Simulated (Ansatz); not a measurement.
All numbers were calculated with Ansatz.

A structure relaxed at PBE0-D4/def2-TZVP, charge 0, multiplicity 1:

```csv
atom,x (Å),y (Å),z (Å)
F1,0.466,1.434,0.879
Ge2,-0.035,0.086,-0.037
F3,0.481,0.369,-1.637
F4,-1.740,0.127,-0.064
I5,0.828,-2.017,0.858
```

Give its formula and SMILES.

F3GeI, `[F][Ge]([F])([F])[I]`.

Point group (tolerance 0.08 Å, 0.16 Å for H)?

C3v.

Summarise the bond lengths by kind.

3 × F–Ge 1.705 Å; 1 × Ge–I 2.443 Å.
